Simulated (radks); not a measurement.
Results of a calculation; reference values are marked as such.
Task: Nb I, configuration [Kr] 4d4 5s1. Level of theory: scalar-relativistic Kohn-Sham, PBE, spin-unpolarised, spherical densities, point nucleus (a radial shooting solver on a logarithmic mesh with Libxc functionals). Some entries of the table are withheld. Estimate them.

orbital,occ.,eigenvalue (hartree),<r> (bohr),<1/r> (bohr^-1)
1s,2,-691.2029,0.03609,42.40
2s,2,-96.68177,0.1580,(1)
2p,6,-86.32692,0.1377,9.272
3s,2,-16.13123,0.4432,3.252
3p,6,-12.74620,(2),3.091
3d,10,-7.21356,0.4330,2.854
4s,2,(3),1.159,(4)
4p,6,-1.26863,1.303,1.029
5s,1,-0.14634,3.729,0.3428
4d,4,-0.11173,2.215,0.6281

Result: 
(1) 2s <1/r> (bohr^-1): 9.526
(2) 3p <r> (bohr): 0.4458
(3) 4s eigenvalue (hartree): -2.14594
(4) 4s <1/r> (bohr^-1): 1.172
